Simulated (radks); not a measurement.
Values are calculated unless marked as measured or tabulated.
Question: These are the eigenvalues of the occupied orbitals of an atom or ion with whole-number occupations (hartree). Code: a radial shooting solver on a logarithmic mesh with Libxc functionals. Model: Dirac Kohn-Sham, PBEsol, spin-unpolarised, spherical densities, point nucleus.

1s1/2: -1021.482
2s1/2: -155.1405
2p1/2: -144.8859
2p3/2: -137.1395
3s1/2: -31.52315
3p1/2: -27.38260
3p3/2: -25.98156
3d3/2: -18.65045
3d5/2: -18.36307
4s1/2: -6.79091
4p1/2: -5.40734
4p3/2: -5.14474
4d3/2: -2.93941
4d5/2: -2.89975
5p1/2: -1.52608

Which element is it, and in what charge state? The configuration may be excited. Open shells, if any, fill j = l - 1/2 first.

Answer: Z = 49, indium, charge +4: In4+ in [Ar] 3d10 4s2 4p4 4d9 5p2. The list shows which subshells hold electrons but not how many an open one holds; the 1s level, -1021.5 hartree, gives Z - s = 45.2 by -(Z - s)^2/2, which with screening and relativity narrows Z to a few neighbours, and the depths of the outer levels then fix element, charge and occupations together.
